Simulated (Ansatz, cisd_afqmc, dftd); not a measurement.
Species: GaH, charge 0, singlet. GaH (SMILES [GaH]).
B3LYP-D3(BJ)/def2-TZVP minimum from Ansatz (a program for electronic structure):
```
Ga
H 1 1.6890
```
Charge 0, spin multiplicity 1.

Quantity: atomisation energy (electronic, to ground-state atoms), in kcal/mol. Open shells are spin-unrestricted; no spin-orbit coupling. Correlated methods leave the cores frozen (noble-gas shells, and filled d and f shells in the p block). No relativity. AFQMC/CISD: phaseless, guided by CISD from CCSD amplitudes; bars are statistical, one sigma. Outlying blocks are dropped, and bars are widened where a walk drifts. Over all cases where full CI ran beside it in this data, AFQMC minus full CI had a median of +0.1 mEh and passed +0.4 mEh in a tenth of the cases. CBS(X,Y): correlation extrapolated as X^-3, Hartree-Fock from the larger set (Q,5: extrapolated as (X+1)exp(-9√X)). A bracket is a step between two methods taken in the basis named. Double hybrids freeze cores in their MP2 part. Full CI freezes restricted core orbitals, also for open shells; the composite that ends in it estimates full CI at the basis-set limit. Where a partner has so few electrons that a lower coupled-cluster level is exact, that level stands in.

| level | program | atomisation energy (kcal/mol) | difference against the last row |
|---|---|---|---|
| r2SCAN/def2-TZVPD | Ansatz | 67.3 | -1.5 |
| r2SCANh-D4/def2-TZVPD | Ansatz + dftd4 | 66.9 | -1.9 |
| r2SCANh/def2-TZVPD | Ansatz | 66.9 | -1.9 |
| CAM-B3LYP-D3(BJ)/def2-TZVPD | Ansatz + dftd3 | 69.1 | 0.3 |
| wB97M-V/def2-TZVPD | Ansatz | 69.1 | 0.3 |
| B2GP-PLYP-D4/def2-TZVPD | Ansatz + dftd4 | 66.7 | -2.1 |
| CCSD/cc-pVTZ | Ansatz | 67.3 | -1.5 |
| CCSD/cc-pVQZ | Ansatz | 68.0 | -0.8 |
| CCSD/cc-pV5Z | Ansatz | 68.3 | -0.5 |
| CCSD/CBS(cc-pVQZ,cc-pV5Z) | Ansatz | 68.5 | -0.3 |
| CCSD(T)/CBS(cc-pVQZ,cc-pV5Z) | Ansatz | 68.8 | 0.0 |
| CCSDTQ/cc-pVTZ | Ansatz | 67.6 | -1.2 |
| AFQMC/CISD/cc-pVTZ | cisd_afqmc | 67.6 ± 0.1 | -1.2 |
| CCSD(T)/CBS(cc-pVQZ,cc-pV5Z) + [CCSDT(Q) - CCSD(T)]/cc-pV5Z + [FCI - CCSDT(Q)]/cc-pVQZ | Ansatz | 68.8 | 0.0 |
| CCSD(T)/CBS(cc-pVQZ,cc-pV5Z) + [FCI - CCSD(T)]/cc-pV5Z | Ansatz | 68.8 | 0.0 |
